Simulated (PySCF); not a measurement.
# Worked example: oscillator strength and radiative lifetime

1,2,4-triazole (C2H3N3), SMILES [nH]1ncnc1.

The structure is a stationary point at TPSSh-D3(BJ)/def2-SVP.

TDDFT-PBE/def2-SVPD (PySCF) puts the first singlet state with f over 0.02 at 6.82 eV (vertical), with the transition dipole (-0.586, 0.108, 0.000) in atomic units.

Task: Find the oscillator strength, the wavelength and the radiative lifetime that this transition would have in vacuum if emission retraced absorption.

Result: 
|μ|² = 0.3551 au, so |μ| = 1.51 D. ΔE = 6.82/27.211 = 0.2506 hartree. f = (2/3) ΔE |μ|² = 0.059 (the program prints 0.059).
λ = 1239.84/6.82 = 182 nm; ν = 55007 cm⁻¹.
Einstein's coefficient A = 0.6670 ν² f s⁻¹ (ν in cm⁻¹) = 1.2e8 s⁻¹, so τ = 1/A = 8.4 ns. This state is S5; the lower singlets have f = 0.003, 0.012, 0.002, 0.003. The figure is the radiative limit of this one transition; relaxation, internal conversion, crossing to triplets and a medium change what is measured.
